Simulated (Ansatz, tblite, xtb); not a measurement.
How methods differ on CH7BFNSi (SMILES C[SiH2]B(N)F)

CH7BFNSi: 12 atoms, total charge 0, spin state singlet. As SMILES, `C[SiH2]B(N)F`. The coordinates come from a PBE0-D4/def2-TZVP relaxation. This is one conformer, not always the lowest.

```xyz
12

C    -1.8313    0.4186   -0.7598
Si   -0.5236   -0.7281   -0.0510
B     1.0173    0.2977    0.7859
N     2.3540    0.0476    0.4879
F     0.7550    1.2749    1.6750
H    -1.4153    1.0388   -1.5568
H    -2.6702   -0.1471   -1.1702
H    -2.2148    1.0824    0.0184
H    -0.0003   -1.6274   -1.1244
H    -1.1475   -1.6109    0.9787
H     3.1117    0.5561    0.9165
H     2.6419   -0.6577   -0.1662
```

Each level gives the dipole moment (D). The values are calculated.

```tsv
level	kind	program	value (D)
GFN2-xTB	semi-empirical	tblite	2.38
GFN1-xTB	semi-empirical	tblite	2.53
GFN0-xTB	semi-empirical	xtb	2.33
IPEA1-xTB	semi-empirical	tblite	2.93
HF/STO-3G	Hartree–Fock	Ansatz	1.77
HF/3-21G	Hartree–Fock	Ansatz	2.26
HF/def2-SVP	Hartree–Fock	Ansatz	2.16
B3LYP/6-31G* (spherical functions)	global hybrid	Ansatz	2.03
B3LYP/6-31G* (Cartesian functions)	global hybrid	Ansatz	2.03
PBE0/def2-SVP	global hybrid	Ansatz	2.16
```

The values span 1.77 to 2.93 D. Sets without polarisation functions give poor dipoles. Without the sets that lack polarisation functions the rows with a basis span only 2.03 to 2.16 D.
